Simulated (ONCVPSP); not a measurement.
Which change was made? (B, ONCV)

```
Element                 : B (Z = 5)
Generator               : ONCVPSP 4.0.1
Type                    : optimised norm-conserving Vanderbilt (ONCV)
Functional              : BLYP
Relativity              : scalar-relativistic
Frozen core             : [He]
Valence charge          : 3
Reference configuration : 2s1 (charge +2)
Partial waves           : 2s: rc 1.30 bohr, ncon 3, nbas 6, qcut 5.4 1/bohr, 3 projectors, debl 1.1 Ha; p scattering state at 0.07 Ha: rc 1.35 bohr, ncon 4, nbas 8, qcut 4.9 1/bohr, 1 projector; d scattering state at 0.28 Ha: rc 1.10 bohr, ncon 4, nbas 8, qcut 7.5 1/bohr, 3 projectors, debl 3.5 Ha
Local potential         : polynomial inside 1.00 bohr (lpopt 3, dvloc0 -1 Ha)
Core correction         : polynomial model core, fcfact 0.65
```

In the s channel the program set the typed energies aside and used -1.156, 0.250, 1.350 Ha. In the p channel the program set the typed energies aside and used 0.050 Ha.

Cutoffs, loose and tight: the cutoffs (Ha) at which the residual kinetic energy of the hardest occupied pseudo-wave falls to 1 and 0.1 mHa per electron. They do not see the model core or the augmentation charge, which bear on the density cutoff. Test errors are all-electron minus pseudo excitation energies from the reference, over the configurations 2s2 2p1; 2s2; 2s2 2p0.5; 2s0 2p3; variants that change the core or the reference have their own tests.

The base gives: outcome: generated, projector energies reset by the program; cutoff, loose: 13 Ha; cutoff, tight: 27 Ha; bound ghosts: none; GHOST(+) flags above zero: s; largest test error (meV): -137.

Q: After one change the result is: outcome: generated, projector energies reset by the program; cutoff, loose: 42 Ha; cutoff, tight: 67 Ha; bound ghosts: s; GHOST(+) flags above zero: none; largest test error (meV): -108. Which change was it?
A. s: qcut 3.6
B. s: qcut 7
C. s: qcut 4.3
D. s: qcut 4.8

A: A. The others give: s: qcut 4.8 → outcome: generated, projector energies reset by the program; cutoff, loose: 12 Ha; cutoff, tight: 47 Ha; bound ghosts: s; GHOST(+) flags above zero: none; largest test error (meV): -130 | s: qcut 4.3 → outcome: generated, projector energies reset by the program; cutoff, loose: 22 Ha; cutoff, tight: 53 Ha; bound ghosts: s; GHOST(+) flags above zero: none; largest test error (meV): -120 | s: qcut 7 → outcome: generated, projector energies reset by the program; cutoff, loose: 15 Ha; cutoff, tight: 19 Ha; bound ghosts: s; GHOST(+) flags above zero: none; largest test error (meV): -150.
